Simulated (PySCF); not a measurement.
# What a mistake does to a calculation on FH3NSi2 cation

Calculated results; nothing here was measured. They come from PySCF 2.14.0, an open-source quantum chemistry program, on an isolated molecule that a program drew, which may never have been made. The molecule is FH3NSi2 cation (charge +1, singlet), drawn as the SMILES string `F[SiH+]N=[SiH2]`.

Each row is a Hartree-Fock (HF) and frozen-core CCSD(T) single point in the cc-pV(D+d)Z basis, meant for a local HF minimum. Run 1 is clean. Each other run has one planted mistake out of seven kinds, and not every kind appears here: one electron removed, one electron added, multiplicity raised by two, geometry at a saddle point, minimal basis STO-3G, one bond length entered in bohr, all coordinates scaled. The reference is restricted for singlets and unrestricted otherwise, and also for a bond in bohr. Adding or removing an electron swaps singlet and doublet. Electrons count all cores. HOMO and LUMO are orbital energies over both spins, the gradient is its largest component, and the lowest frequency (negative if imaginary) is given only where the gradient is small. Bond lengths are over the 6 bonds as drawn. T1 is the CCSD diagnostic: over 0.02 (restricted) or 0.045 (unrestricted) a single reference is doubtful.

Geometry of the clean run:
```xyz
7
FH3NSi2 cation, angstrom
F    -2.4076   -0.5675    1.7929
Si   -1.1753   -1.5019    1.5525
N    -0.1929   -1.2738    0.3418
Si    0.7564   -0.9783   -0.9072
H    -1.0857   -2.5430    2.5547
H     0.4990   -1.5923   -2.2057
H     1.9156   -0.1018   -0.7760
```

```
run  electrons  basis functions  <S^2>  HOMO (eV)  LUMO (eV)  gradient (hartree/bohr)  lowest frequency (cm^-1)  mean bond (Å)  longest bond (Å)      T1  HF (hartree)  CCSD(T) (hartree)                     mistake
  1         46               89  0.000     -17.11      -3.99                  1.5e-05                       114         1.5173             1.596  0.0174    -733.31952         -733.87429                    no fault
  2         47               89  0.767      -5.54       1.61                  9.0e-02                         -         1.5173             1.596  0.0180    -733.49364         -734.06579          one electron added
  3         46               31  0.000     -13.97       0.16                  2.1e-02                         -         1.5173             1.596  0.0281    -724.53953         -724.75372        minimal basis STO-3G
  4         46               89  2.030     -11.84      -7.03                  1.4e-01                         -         1.5173             1.596  0.0301    -733.16527         -733.68795  multiplicity raised by two
  5         46               89  0.000     -16.88      -4.62                  3.8e-05                      -165         1.5184             1.599  0.0157    -733.31457         -733.86657  geometry at a saddle point
  6         46               89  0.000     -16.91      -4.05                  1.9e-02                         -         1.5476             1.628  0.0185    -733.31584         -733.87552                           ?
```

**Which mistake was planted in run 6, and what did it cost?**

The mean and the longest bond both change by the same factor, 1.020, and the gradient is no longer small. So the mistake is: all coordinates scaled. Subtracting run 1 and multiplying by 627.51 kcal/mol a hartree, the energy moved by 2.3 kcal/mol in HF and -0.8 kcal/mol in CCSD(T).

Cautions from the logs. Run 3: T1 is over the limit, so its CCSD(T) energy is less reliable.
